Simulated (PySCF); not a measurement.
SMILES CC[OH2+] (charge +1) (CAM-B3LYP/def2-SVP optimised geometry):

```
10

C      0.283     0.406     0.000
C     -0.288    -0.410     1.116
O      0.108     0.155     2.480
H     -0.041    -0.057    -0.945
H     -0.093     1.440     0.000
H      1.383     0.406     0.000
H      0.084    -1.440     1.176
H     -1.383    -0.412     1.176
H     -0.246     1.047     2.680
H      1.066     0.128     2.680
```

Level of theory: CAM-B3LYP/def2-TZVP in PySCF 2.14.0.

Q: What are the frontier orbital energies?

A: HOMO-2 -17.91 eV, HOMO-1 -17.71 eV, HOMO -17.19 eV, LUMO -5.00 eV, LUMO+1 -2.94 eV.

On the same geometry PBE/def2-TZVP (PySCF 2.14.0) gives HOMO-2 -14.87 eV, HOMO-1 -14.68 eV, HOMO -14.21 eV, LUMO -6.91 eV, LUMO+1 -4.86 eV.

Meta-Löwdin charges at CAM-B3LYP/def2-TZVP: C1 -0.35, C2 0.03, O3 -0.32, H4 0.17, H5 0.14, H6 0.14, H7 0.17, H8 0.17, H9 0.42, H10 0.42.
